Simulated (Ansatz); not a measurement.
Cost and result up the ladder for Al3Ni (4 atoms). Total charge 0; doublet. Geometry: r2SCAN-D4/def2-SVP.

Cartesian coordinates in Å:
```
Ni -0.1968 -0.1182 1.1785
Al 1.5786 0.0658 -0.1368
Al -0.6472 -1.2962 -0.6451
Al -0.7346 1.3486 -0.3966
```

Ansatz on 2 threads of Arm Neoverse V2 on a shared host. Times are rough, and most runs start from the orbitals of an earlier one. ωB97X-V/def2-TZVP serves as the yardstick here, not as an exact answer. Differences are given only for rows in sets of like size (and for xTB, whose basis is part of the method), since another set adds its own error. Binding counts from free atoms at the same level (Ni triplet, Al doublet; other spins of the atoms weren't run), without zero-point energy or a counterpoise term.

Correlated methods freeze 20 core orbitals; core or outer-core shells of Ni are correlated, in sets that lack core-valence functions. The structure comes from a short search, and lower isomers may exist.

Run but left out: HF/STO-3G, HF/def2-TZVP, B2PLYP/def2-TZVP, PBE-QIDH/def2-TZVP, CCSD(T)/def2-TZVP (⟨S²⟩ 1.27 to 3.12, where a pure state has 0.75).

Correlated methods converge slowly with the basis.

| level | functions | wall time | binding energy per atom (eV) | difference from ωB97X-V/def2-TZVP (eV) | remarks |
| --- | --- | --- | --- | --- | --- |
| PBE-D4/def2-SVP | 85 | 2.5 s | 2.36 | – | – |
| PBE-D4/def2-TZVP | 156 | 4.2 s | 2.25 | 0.58 | – |
| PBE0-D4/def2-SVP | 85 | 5.5 s | 1.82 | – | – |
| PBE-D4/def2-TZVPD | 177 | 6.5 s | 2.25 | 0.58 | – |
| RPA@PBE/def2-TZVP | 156 | 7.5 s | 1.53 | -0.14 | – |
| PBE0-D4/def2-TZVP | 156 | 8.5 s | 1.81 | 0.14 | – |
| PBE0-D4/def2-TZVPD | 177 | 12 s | 1.81 | 0.14 | – |
| r2SCAN-D4/def2-TZVP | 156 | 14 s | 2.16 | 0.49 | – |
| r2SCAN-D4/def2-TZVPD | 177 | 19 s | 2.16 | 0.49 | – |
| r2SCAN0-D4/def2-TZVP (with forces) | 156 | 37 s | 1.76 | 0.09 | spin-contaminated (⟨S²⟩ 0.85) |
| ωB97X-V/def2-TZVP | 156 | 54 s | 1.67 | 0.00 | – |
